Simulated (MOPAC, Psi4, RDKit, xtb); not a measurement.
Two geometries of C5H4OS, SMILES O=Cc1cccs1, relaxed at B3LYP-D3(BJ)/def2-SVP with one dihedral held; other torsions can differ between them too.

Structure A

```
11

O     -2.6707     1.4671     0.2607
C     -2.1269     0.3966     0.1750
C     -0.6499     0.2203    -0.0175
C      0.0389     0.1278    -1.2036
C      1.4452    -0.0433    -1.0158
C      1.7990    -0.0835     0.3080
S      0.4239     0.0929     1.3439
H     -2.7175    -0.5551     0.2287
H     -0.4460     0.1844    -2.1793
H      2.1626    -0.1305    -1.8329
H      2.7921    -0.1992     0.7397
```

Structure B

```
11

O      2.7471     1.4579     0.1303
C      2.1213     0.4263     0.1463
C      0.6393     0.3264     0.1180
C     -0.1537    -0.4202     0.9647
C     -1.5269    -0.4123     0.5865
C     -1.7452     0.2861    -0.5772
S     -0.2905     0.9687    -1.2051
H      2.6364    -0.5604     0.2821
H      0.2398    -0.9464     1.8361
H     -2.3186    -0.9132     1.1449
H     -2.6871     0.4333    -1.1040
```

Problem. Which is lower in energy at the level Psi4 with DF-MP2 (frozen core)/cc-pVTZ // B3LYP-D3(BJ)/def2-SVP, and by how much?

Solution. B is lower, by 3.03 kcal/mol (dihedral O1–C2–C3–S7: 90° in A, 60° in B).

E(B) − E(A) in kcal/mol at the other levels, on the same two geometries: MMFF94 // B3LYP-D3(BJ)/def2-SVP (RDKit) -2.60; PBE/def2-TZVP // B3LYP-D3(BJ)/def2-SVP (Psi4) -3.68; PBE-D3(BJ)/def2-TZVP // B3LYP-D3(BJ)/def2-SVP (Psi4) -3.70; HF/cc-pVTZ // B3LYP-D3(BJ)/def2-SVP (Psi4) -2.23; UFF // B3LYP-D3(BJ)/def2-SVP (RDKit) -3.51; PM6, restricted, heats of formation // B3LYP-D3(BJ)/def2-SVP (MOPAC) -0.37; PM3, restricted, heats of formation // B3LYP-D3(BJ)/def2-SVP (MOPAC) 0.31; GFN1-xTB // B3LYP-D3(BJ)/def2-SVP (xtb) -2.29.
